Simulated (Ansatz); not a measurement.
`C=C=NB(C)C` → `BCC=C=NC`  (isomerisation)

Program: Ansatz. Geometries: PBE0-D4/def2-TZVP. ΔE: electronic, gas phase. CCSD(T)/CBS adds triple-zeta CCSD(T) − MP2 to the extrapolated MP2 energy (def2 sets, frozen cores). DFT in def2-TZVPP. B3LYP here is the variant with VWN-RPA as its local correlation; programs differ in this. Each species was taken in one conformer, which may not be the lowest.

Question: Is it downhill or uphill in electronic energy at CCSD(T)/CBS, and by how much? (An estimate is asked.)

Answer: Ansatz gave: Uphill: ΔE = +238.6 kJ/mol.

Question: What do these levels give: PBE-D4, B3LYP-D4, ωB97X-V, ωB97M-V, B2PLYP, PBE, r2SCAN, HF/def2-TZVPP, SCS-MP2/def2-TZVPP, CCSD/def2-TZVPP, CCSD(T)/def2-TZVPP, MP2/CBS(def2)? (Estimate.)

Answer: The calculation gave: PBE-D4 248.0, B3LYP-D4 246.3, ωB97X-V 233.4, ωB97M-V 241.8, B2PLYP 243.9, PBE 247.5, r2SCAN 254.3, HF/def2-TZVPP 228.5, SCS-MP2/def2-TZVPP 233.6, CCSD/def2-TZVPP 235.6, CCSD(T)/def2-TZVPP 236.8, MP2/CBS(def2) 244.9 kJ/mol.

Largest T1 diagnostic among the species: 0.014.

In def2-TZVPP, CCSD(T) changes the Hartree–Fock value by +8.3 kJ/mol (the triples alone add +1.2 kJ/mol) and MP2 by +14.7 kJ/mol.
